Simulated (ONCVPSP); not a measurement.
## What one change does to a pseudopotential (La (Z = 57), ONCV)

| Item | Value |
| --- | --- |
| Element | La |
| Generator | ONCVPSP 4.0.1 |
| Type | optimised norm-conserving Vanderbilt (ONCV) |
| Functional | LDA (Perdew-Wang 92) |
| Relativity | scalar-relativistic |
| Frozen core | [Kr] 4d10 |
| Valence charge | 11 |
| Reference configuration | 5s2 5p6 5d1 6s2 |
| Partial waves | 5s+6s: rc 2.95 bohr, ncon 3, nbas 8, qcut 4.3 1/bohr, 2 projectors; 5p: rc 2.20 bohr, ncon 4, nbas 8, qcut 6.5 1/bohr, 1 projector; 5d: rc 2.20 bohr, ncon 4, nbas 7, qcut 4.9 1/bohr, local; f scattering state at 0.05 Ha: rc 2.95 bohr, ncon 5, nbas 8, qcut 4.1 1/bohr, 1 projector |
| Local potential | the d channel |
| Core correction | Teter function fitted to the true core (icmod 2), fcfact 0.2 |

In the f channel the program set the typed energies aside and used -0.169 Ha.

Change: core correction none.

Cutoffs: the cutoffs (Ha) at which the residual kinetic energy of the hardest occupied pseudo-wave falls to 1 and 0.1 mHa per electron; they do not see the model core or the augmentation charge, which bear on the density cutoff. Errors are all-electron minus pseudo energies relative to the spin-unpolarised reference configuration.

Question: How do hardness, ghosts and transferability respond?

Answer: The potential gets neither clearly harder nor softer (13 Ha and 16 Ha → 13 Ha and 16 Ha); of the 4 tests that both files solve, the error grows in 1 and shrinks in 2 by more than 15 % and 0.3 meV (median size 8.5 → 7.6 meV); neither file shows a bound ghost.

```tsv
quantity	base	changed
cutoff, loose	13 Ha	13 Ha
cutoff, tight	16 Ha	16 Ha
bound ghosts	none	none
GHOST(+) flags under 300 eV	none	none
error for 5s2 5p6 5d1 6s1, meV [ΔE 6.16 eV]	-1.7	-1.3
error for 5s2 5p6 5d1 6s0, meV [ΔE 17.30 eV]	-10	-6.9
error for 5s2 5p6 5d0 6s0, meV [ΔE 36.40 eV]	+6.7	+8.4
error for 4f1 5s2 5p6 5d0 6s1, meV [ΔE 6.32 eV]	+1366	+1380
s: phases at 3.00 bohr within 0.05 rad from the reference energy up to (Ha; the scan ends near 5)	1.1	1.1
p: phases at 2.24 bohr within 0.05 rad from the reference energy up to (Ha; the scan ends near 5)	0.2	0.2
d: phases at 2.24 bohr within 0.05 rad from the reference energy up to (Ha; the scan ends near 5)	2.2	2.2
f: phases at 3.00 bohr within 0.05 rad from the reference energy up to (Ha; the scan ends near 5)	0.0	0.0
```

Base: These tests converged, but a pseudo level misses the all-electron one widely, so the file describes the atom poorly there or has found another state: 4f1 5s2 5p6 5d0 6s1: 4f by 2.5 eV. Changed file: These tests converged, but a pseudo level misses the all-electron one widely, so the file describes the atom poorly there or has found another state: 4f1 5s2 5p6 5d0 6s1: 4f by 2.5 eV.
